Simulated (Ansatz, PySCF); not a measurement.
Molecule: HSe (charge 0, doublet). 
Structure (B3LYP-D3(BJ)/def2-TZVP (Ansatz, a quantum-chemistry and plane-wave program) minimum search):
```
Se
H 1 1.4749
```
Charge 0, spin multiplicity 2.

Dipole moments at this geometry, in debye (magnitudes).

```json
[
 {"level": "BP86/def2-TZVPD", "program": "PySCF", "dipole (D)": "0.49"},
 {"level": "TPSS/def2-TZVPD", "program": "PySCF", "dipole (D)": "0.50"},
 {"level": "r2SCAN/def2-TZVPD", "program": "PySCF", "dipole (D)": "0.56"},
 {"level": "B3LYP/def2-TZVPD", "program": "Ansatz", "dipole (D)": "0.50"},
 {"level": "r2SCANh/def2-TZVPD", "program": "Ansatz", "dipole (D)": "0.56"},
 {"level": "r2SCAN0/def2-TZVPD", "program": "Ansatz", "dipole (D)": "___"},
 {"level": "HSE06/def2-TZVPD", "program": "Ansatz", "dipole (D)": "0.55"},
 {"level": "wB97M-V/def2-TZVPD", "program": "Ansatz", "dipole (D)": "0.52"},
 {"level": "CCSD(T)/aug-cc-pVDZ", "program": "Ansatz", "dipole (D)": "___"}
]
```

### Question
What belongs in the gaps?

### Answer

- r2SCAN0/def2-TZVPD, dipole (D): 0.58
- CCSD(T)/aug-cc-pVDZ, dipole (D): 0.52
